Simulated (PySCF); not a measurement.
Species: C₆H₈NOS (charge -1).
Z-matrix (Å and degrees, GFN2-xTB geometry), rows numbered from 1:
```
C 
N   1  1.4538
C   2  1.4539  1  110.89
C   2  1.4289  1  111.05  3  -123.86
C   4  1.4140  2  124.40  1  -118.51
C   5  1.3587  4  106.72  2  -179.87
O   6  1.3607  5  110.48  4    -0.05
C   7  1.3683  6  107.47  5     0.05
S   8  1.6911  4  131.56  2    -0.08
H   1  1.0934  2  109.07  3   -59.71
H   1  1.0975  2  112.39  3    61.28
H   1  1.0904  2  108.69  3  -178.31
H   3  1.0906  2  108.57  1   178.39
H   3  1.0938  2  109.21  1    59.74
H   3  1.0977  2  112.41  1   -61.33
H   5  1.0742  4  126.37  2     0.23
H   6  1.0740  5  132.78  4   179.95
```

The geometry is computed with GFN2-xTB (gas phase).

Take the most abundant isotopes and a rigid rotor. 

Question: Give the principal moments of inertia and the rotational constants in cm⁻¹.

Answer: Ia = 279.53, Ib = 359.94, Ic = 541.15 u·Å²; 505379 MHz·u·Å²/I gives 1808, 1404 and 933.9 MHz, that is A = 0.06031, B = 0.04683, C = 0.03115 cm⁻¹.

Question: Classify the top.

Answer: An asymmetric top: κ = (2 × 1404 − 1808 − 933.9)/(1808 − 933.9) = 0.08.

Question: Is it planar, by Δ = Ic − Ia − Ib?

Answer: Not planar: Δ = Ic − Ia − Ib = -98.32 u·Å². For a rigid frame Δ = −2 Σ m c², so Σ m c² = 49.16 u·Å² lies off the ab plane: 14.75 from hydrogen and 34.41 from heavier atoms. The atom farthest from that plane is 2.07 Å away.

Question: Give the coordinates in the principal-axis frame, origin at the centre of mass.

Answer: The sense of each axis is arbitrary; atoms in the order of the calculation.
| atom | mass (u) | a (Å) | b (Å) | c (Å) |
| --- | --- | --- | --- | --- |
| C1 | 12.000 | -2.100 | 0.249 | 1.196 |
| N2 | 14.003 | -1.529 | 0.855 | 0.004 |
| C3 | 12.000 | -2.097 | 0.268 | -1.199 |
| C4 | 12.000 | -0.105 | 0.743 | 0.003 |
| C5 | 12.000 | 0.783 | 1.844 | 0.004 |
| C6 | 12.000 | 2.041 | 1.331 | 0.001 |
| O7 | 15.995 | 2.001 | -0.029 | -0.001 |
| C8 | 12.000 | 0.685 | -0.401 | 0.000 |
| S9 | 31.972 | 0.280 | -2.043 | -0.003 |
| H10 | 1.008 | -3.182 | 0.408 | 1.194 |
| H11 | 1.008 | -1.898 | -0.828 | 1.255 |
| H12 | 1.008 | -1.673 | 0.735 | 2.073 |
| H13 | 1.008 | -1.665 | 0.768 | -2.067 |
| H14 | 1.008 | -3.179 | 0.426 | -1.200 |
| H15 | 1.008 | -1.894 | -0.808 | -1.276 |
| H16 | 1.008 | 0.510 | 2.883 | 0.008 |
| H17 | 1.008 | 3.014 | 1.786 | -0.001 |

Question: Estimate the classical rotational partition function at 10 K, 200 K and 298.15 K.

Answer: Point group Cs, symmetry number σ = 1; q = (√π/σ)·√((kT/h)³/(ABC)), k/h = 20836.6 MHz/K: 3460 at 10 K, 310000 at 200 K, 564000 at 298.15 K.

GFN2-xTB frequencies: not computed here. These are rigid-rotor constants of the computed structure; measured ground-state constants (B0) also hold zero-point vibration.
